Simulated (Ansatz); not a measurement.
Consider the ligand exchange at a Ge–Br bond: `[GeH][Br]` + H–F → `[F][GeH]` + HBr.

Gas-phase electronic energies from Ansatz, PBE0-D4/def2-TZVP geometries. CCSD(T)/CBS adds triple-zeta CCSD(T) − MP2 to the extrapolated MP2 energy (def2 sets, frozen cores). This one scheme is used for every species. For Br, Ge outer-core shells are correlated without core-valence functions, which leaves a few kJ/mol of doubt a bond. Scalar relativity is left out up to krypton.

| species | CCSD(T)/CBS(def2) energy (Eh) |
| --- | --- |
| `[GeH][Br]` | -4650.03665 |
| H–F | -100.39570 |
| `[F][GeH]` | -2176.50038 |
| HBr | -2573.91920 |

(1) Work out ΔE.

(2) What do rigid-rotor, harmonic-oscillator terms from PBE0-D4/def2-TZVP frequencies (298.15 K, 1 bar) make of the CCSD(T)/CBS value? (Estimate.)

Largest T1 diagnostic among the species: 0.014.

Results:

(1) ΔE = (-2176.50038) + (-2573.91920) − (-4650.03665) − (-100.39570) = 0.01277 Eh = +33.5 kJ/mol.

(2) Computed: ΔZPE = -6.5 kJ/mol, ΔH = +26.2 kJ/mol, ΔS = 1 J/(mol·K), ΔG = +25.8 kJ/mol.

Leaving LDA and LC-ωPBE aside and taking each functional with its dispersion term where it has one, the values, not all of them listed here, spread over 19.9 kJ/mol, from B97M-V to HSE06-D4. From r2SCAN to r2SCAN0 (25 % exact exchange), in def2-TZVPP and without D4, ΔE moves by +6.2 kJ/mol.
